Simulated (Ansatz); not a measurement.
The cluster MoAu₄⁻. The state is a doublet with charge -1. Geometry r2SCAN-D4/def2-SVPD; atoms count from 1.

Cartesian coordinates in Å:
```
Mo 0.103 -0.372 0.032
Au -1.250 1.804 -0.596
Au 0.550 0.218 -2.405
Au -0.320 1.002 2.133
Au 0.917 -2.653 0.836
```

In the def2 sets Au, Mo take a core potential; there is no spin–orbit coupling. The charge -1 doublet is spin-contaminated (final ⟨S²⟩ up to 1.78, 0.75 for a pure state). No other spin state of charge -1 was run. The geometry of the doublet was relaxed on an unsound state (⟨S²⟩ 1.78, where a pure state has 0.75). Another isomer (doublet) lies 0.06 eV lower at PBE0-D4/def2-TZVPD; other spin states weren't run for this one.

(1) Estimate the Mulliken populations from the PBE0/def2-TZVPD orbitals of Ansatz.

(2) Where does the spin sit?

(3) And the Mayer bond orders between bonded heavy atoms (over 0.3)?

Results:

(1) 
```json
{"atom": "Mo1", "charge (e)": "-0.37", "spin (α − β)": "1.22", "d electrons": "4.64"}
{"atom": "Au2", "charge (e)": "-0.10", "spin (α − β)": "-0.08", "d electrons": "9.77"}
{"atom": "Au3", "charge (e)": "-0.19", "spin (α − β)": "-0.04", "d electrons": "9.75"}
{"atom": "Au4", "charge (e)": "-0.17", "spin (α − β)": "-0.07", "d electrons": "9.75"}
{"atom": "Au5", "charge (e)": "-0.17", "spin (α − β)": "-0.03", "d electrons": "9.76"}
```
Mulliken values and Mayer orders depend strongly on the basis. With diffuse functions, as here, like atoms can get unlike values, and bond orders can come out too low or too high.

(2) Summed by element: Mo 1.22, Au -0.22, of 1 unpaired in all. Largest on single atoms: Mo1 1.22, Au2 -0.08, Au4 -0.07.

(3) Mo1–Au2 0.91 (2.64 Å); Mo1–Au3 1.16 (2.55 Å); Mo1–Au4 1.16 (2.55 Å); Mo1–Au5 1.11 (2.55 Å).
